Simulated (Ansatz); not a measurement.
Born–Oppenheimer molecular dynamics of C2H5FO2Si (11 atoms, charge 0, multiplicity 1). It starts from a relaxed structure.

Level of theory: RKS PBE-D4/STO-3G (Ansatz 0.2.0).

- ensemble: NVE (velocity Verlet)
- time step: 0.5 fs
- steps asked: 100
- starting velocities drawn for: 300 K
- seed: 625971

First frame:

```xyz
11
Properties=species:S:1:pos:R:3
O -0.042 -1.748 -1.838
C 1.005 -1.135 -1.494
O 1.057 0.038 -0.668
C -0.370 0.466 -0.320
F -0.623 1.667 -1.001
Si -0.480 0.590 1.604
H 2.071 -1.402 -1.750
H -1.014 -0.370 -0.746
H -1.830 0.986 1.977
H 0.474 1.571 2.096
H -0.183 -0.721 2.161
```

Problem. What does the run give?

Solution. The run went to its last step.

```yaml
steps_done: 100
time_covered: 50 fs
mean_temperature_over_the_second_half: 141 K
spread_of_the_potential_energy_over_the_second_half: 4.6 meV per atom
mean_potential_energy_of_the_second_half_above_the_start: 16.8 meV per atom
```

The conserved energy stayed within 0.11 meV per atom of its start (net change 0.065 meV per atom), so the integration is sound. A run of 0.05 ps of so small a system gives no equilibrium averages. Limits of this set-up: minimal basis.

Problem. What happens to the structure?

Solution. The same pairs are bonded in the first frame and the last. Pairs count as bonded within 1.25 times the sum of covalent radii (0.12 Å more for H–H). The details hang on the random start.

Problem. How do temperature and energy run in time?

Solution. 
```tsv
time (fs)	T (K)	potential energy less start (eV)	conserved less start (meV/atom)
0	300	0.000	0.00
2.5	226	0.087	0.08
5	171	0.150	0.04
7.5	100	0.234	0.09
10	113	0.218	0.06
12.5	143	0.183	0.06
15	150	0.175	0.05
17.5	141	0.186	0.07
20	148	0.178	0.06
22.5	153	0.171	0.07
25	181	0.139	0.03
27.5	146	0.180	0.07
30	113	0.218	0.07
32.5	101	0.232	0.05
35	84	0.252	0.08
37.5	118	0.212	0.03
40	98	0.236	0.09
42.5	149	0.176	0.04
45	179	0.142	0.08
47.5	221	0.092	0.03
50	197	0.120	0.07
```

Time of the run: 5.4 min on 1 thread of Intel(R) Xeon(R) Platinum 8175M CPU @ 2.50GHz (Skylake/Cascade Lake) (shared host), peak memory 0.11 GiB.
